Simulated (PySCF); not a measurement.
Gas-phase reaction: BH3 + 3 CH3OH = B(OCH3)3 + 3 H2, at 500 K and a standard pressure of 1 bar. Level: CCSD(T)/def2-SVP†.

Method: PySCF energies plus ideal-gas RRHO corrections (1 bar). † marks an energy on the PBE0/def2-TZVP geometry and frequencies. CCSD(T) freezes the core. All species are closed-shell singlets. CCSD(T) isn't extrapolated to the basis-set limit. The harmonic model lacks anharmonicity and excited electronic states, which grow with temperature; levels with a mode under 35 cm⁻¹ are left out. Internal rotation in CH3OH, B(OCH3)3 is treated as a harmonic vibration of one conformer, which makes the entropy rough.

```tsv
species	E (Ha)	H(500 K) − E (kJ/mol)	S°(500 K) (J/mol/K)
BH3	-26.48743	86.8	208.8
CH3OH	-115.32360	157.0	265.3
B(OCH3)3	-369.11999	410.2	480.3
H2	-1.16345	40.9	145.5
```
E: electronic energy; H − E holds the zero-point and thermal terms. 1 Ha = 2625.5 kJ/mol.

Work out ΔH°, ΔS°, ΔG° and log10 K from these numbers.

1. ΔE = 1×(-369.11999) + 3×(-1.16345) − 1×(-26.48743) − 3×(-115.32360) = -0.15211 Ha = -399.4 kJ.
2. Δ(H − E) = 1×(410.2) + 3×(40.9) − 1×(86.8) − 3×(157.0) = -24.9 kJ, so ΔH° = -424.3 kJ.
3. ΔS° = 1×(480.3) + 3×(145.5) − 1×(208.8) − 3×(265.3) = -87.9 J/K; the number of gas molecules stays the same.
4. ΔG° = ΔH° − TΔS° = -424.3 − 500×(-87.9)/1000 = -380.4 kJ.
5. log10 K = −ΔG°/(RT ln 10) = 39.75, with RT ln 10 = 9.57 kJ/mol; at standard pressures the products are favoured.
6. A shift of 10 kJ in ΔE would move log10 K by 1.04 here.
For scale, ΔH°(298 K) is -434 kJ at this level, -411 kJ at ωB97M-V/def2-TZVP†, and runs from -449 to -362 kJ over the 16 levels computed.
